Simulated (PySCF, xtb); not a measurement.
H4N2Se, SMILES N[Se]N.

Coordinates come from a B3LYP-D3(BJ)/def2-TZVP optimisation. The values are those of a single conformer.

Computed with C-PCM-M06-2X/def2-SVP (PySCF).

The values are the electrostatic part of the solvation free energy, E(continuum) − E(gas) at the gas-phase geometry, in a cavity of scaled van der Waals radii (PySCF's table); cavitation and dispersion terms are not included. In vacuum the orbital gap is 9.06 eV. The dipole moment in vacuum is 2.93 D.

Problem. Estimate the values in water (ε = 78.36), acetonitrile (ε = 35.69), toluene (ε = 2.37). (The exact figures need the calculation; the answer reports its results.)

Solution. 
| solvent | ε | ΔG(elec) (kcal/mol) | dipole (D) | gap (eV) |
|---|---|---|---|---|
| water | 78.36 | -7.3 | 3.69 | 9.37 |
| acetonitrile | 35.69 | -7.1 | 3.67 | 9.36 |
| toluene | 2.37 | -4.0 | 3.33 | 9.25 |

For comparison, GFN2-xTB/ALPB(water) (xtb, at the GFN2-xTB geometry, all terms of that model) gives -6.3 kcal/mol.
